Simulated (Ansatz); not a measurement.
`CB(C)N=C=O` and `[CH3][Al]([CH3])[N]=C=O` differ in one element.

Ansatz, PBE0-D4/def2-TZVP geometries, multiplicity 1. Each molecule was computed in one conformer, which needn't be the lowest.

| property | `CB(C)N=C=O` |
| --- | --- |
| HOMO energy (PBE0/def2-TZVPP) / eV | -8.09 |
| LUMO energy (PBE/def2-TZVPP) / eV | -1.92 |
| LUMO energy (PBE0/def2-TZVPP) / eV | -0.96 |
| HOMO–LUMO gap (PBE0/def2-TZVPP) / eV | 7.13 |
| zero-point energy (PBE0-D4/def2-TZVP) / kJ/mol | 238.6 |
| HOMO energy (B3LYP/def2-TZVPP) / eV | -7.88 |

Q: Give the same properties after the change, and the shifts. (Best estimate.)

A: Computed: 
```json
{"property": "HOMO energy (PBE0/def2-TZVPP) / eV", "`[CH3][Al]([CH3])[N]=C=O`": "-7.81", "shift": "0.28"}
{"property": "LUMO energy (PBE/def2-TZVPP) / eV", "`[CH3][Al]([CH3])[N]=C=O`": "-1.59", "shift": "0.33"}
{"property": "LUMO energy (PBE0/def2-TZVPP) / eV", "`[CH3][Al]([CH3])[N]=C=O`": "-0.80", "shift": "0.16"}
{"property": "HOMO–LUMO gap (PBE0/def2-TZVPP) / eV", "`[CH3][Al]([CH3])[N]=C=O`": "7.01", "shift": "-0.12"}
{"property": "zero-point energy (PBE0-D4/def2-TZVP) / kJ/mol", "`[CH3][Al]([CH3])[N]=C=O`": "222.3", "shift": "-16.3"}
{"property": "HOMO energy (B3LYP/def2-TZVPP) / eV", "`[CH3][Al]([CH3])[N]=C=O`": "-7.59", "shift": "0.29"}
```

With PBE0 the HOMO rises by 0.28 eV and the LUMO rises by 0.16 eV, so the gap narrows by about 0.12 eV. PBE moves the HOMO by 0.22 eV and ωB97M-V by 0.32 eV.

Positive LUMOs are unbound, so they and the gaps depend on the basis.

B3LYP here is the variant with VWN-RPA as its local correlation; programs differ in this.
